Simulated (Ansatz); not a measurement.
A nudged elastic band was laid between two geometries of BClH$_{6}$Si$_{2}$ (10 atoms, charge 0, multiplicity 1).

Computed with RKS B3LYP/STO-3G in Ansatz 0.2.0.

- movable images: 7
- climbing image: yes
- spring: 5.0 eV/Å²
- optimiser: quadratic models (default)
- start path: IDPP
- force threshold: 0.05 eV/Å
- iteration limit: 60
- end points: relaxed

First end point:

```xyz
10
Properties=species:S:1:pos:R:3
Si -1.594 0.541 -0.617
B 0.009 -0.584 -0.442
Si 1.481 -0.199 0.806
Cl 3.045 -1.628 0.728
H -2.773 -0.256 -0.352
H -1.605 1.677 0.276
H -1.685 1.032 -1.976
H 0.085 -1.536 -1.125
H 2.097 1.083 0.523
H 1.023 -0.181 2.182
```

Last end point:

```xyz
10
Properties=species:S:1:pos:R:3
Si -1.508 0.415 -0.790
B -0.363 -0.584 0.455
Si 1.572 -0.313 0.693
Cl 2.339 1.236 -0.536
H -2.886 -0.018 -0.760
H -1.465 1.823 -0.460
H -1.010 0.259 -2.139
H -0.826 -1.425 1.134
H 1.903 0.060 2.055
H 2.327 -1.503 0.351
```

Problem. What changes between the two ends?

Solution. No bond is made or broken. The dihedral Si1–B2–Si3–Cl4 goes from 180 to 1°.

Problem. What energy profile does the band end with?

Solution. It converged. The highest image is number 5 of 0 to 8, 1.2 kcal/mol above the first end and 1.3 kcal/mol above the last; the last end lies 0.1 kcal/mol below the first. A vibrational analysis at the climbing image gives one clearly imaginary mode, 44i cm⁻¹: a first-order saddle point. Limits of this set-up: minimal basis.

```json
{"image": "0", "path coordinate (Å)": "0.00", "energy (kcal/mol)": "0.0", "dihedral Si1–B2–Si3–Cl4 (°)": "180"}
{"image": "1", "path coordinate (Å)": "0.78", "energy (kcal/mol)": "0.2", "dihedral Si1–B2–Si3–Cl4 (°)": "-159"}
{"image": "2", "path coordinate (Å)": "1.56", "energy (kcal/mol)": "0.6", "dihedral Si1–B2–Si3–Cl4 (°)": "-137"}
{"image": "3", "path coordinate (Å)": "2.34", "energy (kcal/mol)": "1.0", "dihedral Si1–B2–Si3–Cl4 (°)": "-115"}
{"image": "4", "path coordinate (Å)": "3.12", "energy (kcal/mol)": "1.2", "dihedral Si1–B2–Si3–Cl4 (°)": "-93"}
{"image": "5", "path coordinate (Å)": "3.90", "energy (kcal/mol)": "1.2", "dihedral Si1–B2–Si3–Cl4 (°)": "-71"}
{"image": "6", "path coordinate (Å)": "4.71", "energy (kcal/mol)": "0.9", "dihedral Si1–B2–Si3–Cl4 (°)": "-47"}
{"image": "7", "path coordinate (Å)": "5.52", "energy (kcal/mol)": "0.2", "dihedral Si1–B2–Si3–Cl4 (°)": "-23"}
{"image": "8", "path coordinate (Å)": "6.34", "energy (kcal/mol)": "-0.1", "dihedral Si1–B2–Si3–Cl4 (°)": "1"}
```

Problem. What is the geometry of the highest image?

Solution. 
```xyz
10
Properties=species:S:1:pos:R:3
Si -1.375 0.488 -0.959
B -0.348 -0.690 0.233
Si 1.376 -0.201 1.067
Cl 2.764 -0.194 -0.545
H -2.797 0.255 -0.841
H -1.120 1.890 -0.724
H -0.986 0.183 -2.320
H -0.742 -1.782 0.415
H 1.408 1.132 1.636
H 1.903 -1.132 2.042
```

Problem. What are the harmonic wavenumbers there?

Solution. 44i, 44, 101, 201, 490, 538, 573, 588, 739, 760, 838, 876, 924, 1037, 1106, 1110, 1133, 1173, 2635, 2637, 2679, 2681, 2697, 3020 cm⁻¹.

Time of the run: 100 s on 1 thread of Arm Neoverse V1, on a shared host, peak memory 0.1 GiB.
